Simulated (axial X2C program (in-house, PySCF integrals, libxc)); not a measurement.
## Bond lengths and stretching modes, held linear, of HMoF

Calculated with an axial X2C code built on PySCF integrals: two-component X2C with atomic mean-field Coulomb and Gaunt terms, Gaussian nuclei, basis H dyall-v3z, Mo dyall-v3z, F dyall-av3z with contracted cores. Spin-free rows use the one-electron spin-free X2C Hamiltonian.

Masses H 1.008, Mo 97.905, F 18.998 u. States: 2c Ω = 1 (beyond evenly filled blocks: ω = -3/2, ω = 5/2); spin-free M_S = 2, Λ = 1 (beyond evenly filled blocks: σα, π+α, δ+α, δ-α).

PBE0, spin-free: energies above the lowest point

```
r(H–Mo) (Å)  r(Mo–F) (Å)  E (meV)
     1.7540       1.8681    40.27
     1.7540       1.9160    10.44
     1.7540       1.9639    31.45
     1.7990       1.8681    25.90
     1.7990       1.9160     0.00
     1.7990       1.9639    24.44
     1.7990       2.0118    88.19
     1.8440       1.8681    33.85
     1.8440       1.9160    11.54
     1.8440       1.9639    39.11
     1.8889       1.9160    41.58
     1.8889       2.0118   141.00
```

Task: Fit a quadratic surface with cubic terms in each bond: where is the minimum, and what are the two stretching wavenumbers?

Result: At PBE0, spin-free: bonds 1.797 and 1.915 Å; harmonic stretches 609.2 and 1714.6 cm⁻¹; force constants 1.73, 3.51 and coupling 0.23 mdyn/Å.

The other levels and Hamiltonians give:

```json
{"Hamiltonian": "2c", "level": "PBE0", "r(H–Mo) (Å)": "1.798", "r(Mo–F) (Å)": "1.915", "lower stretch (cm⁻¹)": "609.0", "upper stretch (cm⁻¹)": "1713.2"}
{"Hamiltonian": "2c", "level": "HF", "r(H–Mo) (Å)": "1.838", "r(Mo–F) (Å)": "1.945", "lower stretch (cm⁻¹)": "596.8", "upper stretch (cm⁻¹)": "1678.9"}
{"Hamiltonian": "2c", "level": "PBE", "r(H–Mo) (Å)": "1.796", "r(Mo–F) (Å)": "1.929", "lower stretch (cm⁻¹)": "587.6", "upper stretch (cm⁻¹)": "1695.8"}
{"Hamiltonian": "2c", "level": "MP2", "r(H–Mo) (Å)": "1.785", "r(Mo–F) (Å)": "1.915", "lower stretch (cm⁻¹)": "611.8", "upper stretch (cm⁻¹)": "1766.7"}
{"Hamiltonian": "spin-free", "level": "HF", "r(H–Mo) (Å)": "1.837", "r(Mo–F) (Å)": "1.944", "lower stretch (cm⁻¹)": "597.1", "upper stretch (cm⁻¹)": "1680.5"}
{"Hamiltonian": "spin-free", "level": "PBE", "r(H–Mo) (Å)": "1.796", "r(Mo–F) (Å)": "1.929", "lower stretch (cm⁻¹)": "587.6", "upper stretch (cm⁻¹)": "1697.3"}
{"Hamiltonian": "spin-free", "level": "MP2", "r(H–Mo) (Å)": "1.785", "r(Mo–F) (Å)": "1.915", "lower stretch (cm⁻¹)": "612.1", "upper stretch (cm⁻¹)": "1768.5"}
```

Each state is one determinant, the lowest of a limited PBE0 search; the stretches come from a fit to these few points and carry an uncertainty of a few per cent. Other orders of the atoms were not compared. MP2 freezes inner shells (threshold -2 hartree). The molecule was held linear; bending was not examined, so a bent shape may lie lower. Open-shell Ω = 0 determinants with evenly filled partner blocks cannot be reached by this program, so the Ω shown need not be the lowest component. Note: functional without a current term on a determinant with orbital currents, of the molecule or an atom. Note: several unpaired electrons, one determinant need not be a pure state.
